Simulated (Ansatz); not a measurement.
`[SiH3][NH][GaH][SiH3]` at its PBE0-D4/def2-TZVP geometry, where that method's forces vanish. Total charge 0; spin multiplicity 1.

```json
{"atom": "Si1", "x (Å)": "1.854", "y (Å)": "0.020", "z (Å)": "-1.754"}
{"atom": "N2", "x (Å)": "0.368", "y (Å)": "0.069", "z (Å)": "-0.879"}
{"atom": "Ga3", "x (Å)": "0.099", "y (Å)": "-0.129", "z (Å)": "0.929"}
{"atom": "Si4", "x (Å)": "-2.171", "y (Å)": "0.021", "z (Å)": "1.710"}
{"atom": "H5", "x (Å)": "1.874", "y (Å)": "-1.070", "z (Å)": "-2.771"}
{"atom": "H6", "x (Å)": "2.123", "y (Å)": "1.294", "z (Å)": "-2.478"}
{"atom": "H7", "x (Å)": "2.940", "y (Å)": "-0.217", "z (Å)": "-0.770"}
{"atom": "H8", "x (Å)": "-0.467", "y (Å)": "0.227", "z (Å)": "-1.425"}
{"atom": "H9", "x (Å)": "1.398", "y (Å)": "-0.374", "z (Å)": "1.768"}
{"atom": "H10", "x (Å)": "-3.120", "y (Å)": "0.261", "z (Å)": "0.587"}
{"atom": "H11", "x (Å)": "-2.578", "y (Å)": "-1.238", "z (Å)": "2.396"}
{"atom": "H12", "x (Å)": "-2.321", "y (Å)": "1.135", "z (Å)": "2.687"}
```

Task: For each bond, give half the difference of the two atoms' forces along it (eV/Å; positive pushes the atoms apart) under PBE-D4, r2SCAN-D4, B3LYP-D4, ωB97M-V in def2-TZVPP. (Best estimate.)

Result: Ansatz gave: 
```tsv
bond	length (Å)	PBE-D4	r2SCAN-D4	B3LYP-D4	ωB97M-V
Si1–N2	1.724	0.14	0.06	0.09	0.13
Si1–H5	1.491	0.03	-0.03	-0.09	-0.13
Si1–H6	1.491	0.03	-0.03	-0.09	-0.13
Si1–H7	1.485	0.04	-0.04	-0.08	-0.11
N2–Ga3	1.838	0.12	0.04	0.19	0.08
N2–H8	1.011	0.20	0.04	-0.06	-0.04
Ga3–Si4	2.405	-0.16	-0.05	0.04	0.02
Ga3–H9	1.566	0.00	-0.09	-0.08	-0.10
Si4–H10	1.490	0.09	-0.01	-0.07	-0.09
Si4–H11	1.490	0.10	0.00	-0.07	-0.11
Si4–H12	1.490	0.10	0.00	-0.07	-0.11
```

B3LYP here is the variant with VWN-RPA as its local correlation; programs differ in this.
